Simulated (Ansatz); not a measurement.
The same path of AlBFH5O2Si (11 atoms, charge 0, multiplicity 1) was run twice with different band settings. The coordinate that changes most is the dihedral O1–B2–Al5–H11.

The calculation used RKS B3LYP-D4/6-31G (Ansatz).

Relaxed end points:

```xyz
11
Properties=species:S:1:pos:R:3
O -1.064 -0.421 -1.330
B -0.534 0.281 -0.253
O 0.592 -0.214 0.333
Si 1.664 -1.582 0.154
Al -1.364 2.089 0.551
F -0.633 2.821 1.925
H -1.864 -0.090 -1.769
H 1.293 -2.446 -1.013
H 1.582 -2.366 1.427
H 3.042 -1.028 -0.026
H -2.650 2.901 0.021
```

```xyz
11
Properties=species:S:1:pos:R:3
O -0.430 0.030 -1.536
B -0.370 0.385 -0.193
O 0.465 -0.349 0.606
Si 1.512 -1.710 0.227
Al -1.472 1.971 0.718
F -2.527 2.817 -0.358
H -1.014 0.526 -2.133
H 0.698 -2.867 -0.270
H 2.170 -2.062 1.522
H 2.540 -1.310 -0.787
H -1.506 2.512 2.224
```

Common settings: spring 5.0 eV/Å²; optimiser quadratic models (default); start path through a guess of the saddle point; force threshold 0.03 eV/Å; end points relaxed.

| run | movable images | climbing image | iteration limit |
| --- | --- | --- | --- |
| 1 | 9 | yes | 28 |
| 2 | 6 | no | 45 |

(1) What does each run give, and how far can it be trusted?

## Answers

(1) Run 1: not converged after 28 iterations, highest image 0.332 eV above the first end. The band didn't meet its force threshold, so its energies are provisional: the largest band force was still 0.04 eV/Å, and over the last iterations the top stayed at 0.33 eV. Inner images lie below an end point, which means an intermediate or an end that isn't the lowest structure nearby.
Run 2: converged after 15 iterations, highest image 0.000 eV above the first end. The highest image is an end point: on this band no image between the ends rises above it.
Limits of this set-up: no polarisation functions.
